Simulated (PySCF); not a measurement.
C2H4BBr, SMILES C=CBBr.

Coordinates come from a B3LYP-D3(BJ)/def2-SVP optimisation. This is a generated structure with no PubChem entry under its InChIKey; it may be hypothetical. One conformer was computed; it need not be the lowest.

These are TDDFT-CAM-B3LYP/def2-SVPD run with PySCF values and carry that method's errors.

Vertical excitations. Isolated molecule, no solvent. State labels are in the subgroup Cs.

```tsv
state	symmetry	energy (eV)	λ (nm)	f	main pairs
S1	A"	4.52	275	0.000	HOMO→LUMO 96 %
S2	A'	5.32	233	0.192	HOMO−1→LUMO 97 %
S3	A"	5.90	210	0.000	HOMO−3→LUMO 93 %
S4	A"	6.42	193	0.001	HOMO−4→LUMO 91 %
S5	A'	6.45	192	0.129	HOMO−2→LUMO 96 %
S6	A'	7.47	166	0.066	HOMO→LUMO+1 79 %
S7	A"	7.71	161	0.000	HOMO−1→LUMO+1 87 %
S8	A"	7.78	159	0.000	HOMO−5→LUMO 88 %
S9	A'	8.07	154	0.026	HOMO→LUMO+2 61 %, HOMO→LUMO+5 14 %, HOMO→LUMO+1 12 %
S10	A"	8.22	151	0.006	HOMO→LUMO+4 55 %, HOMO→LUMO+6 20 %
T1	A'	3.42	363	0	HOMO−1→LUMO 76 %, HOMO−2→LUMO 15 %
T2	A"	4.28	290	0	HOMO→LUMO 92 %
T3	A'	5.18	240	0	HOMO−2→LUMO 75 %, HOMO−1→LUMO 18 %
T4	A"	5.46	227	0	HOMO−3→LUMO 88 %
```
Triplets are in the Tamm–Dancoff approximation, which puts them higher than full response would, so one can lie above its singlet here.
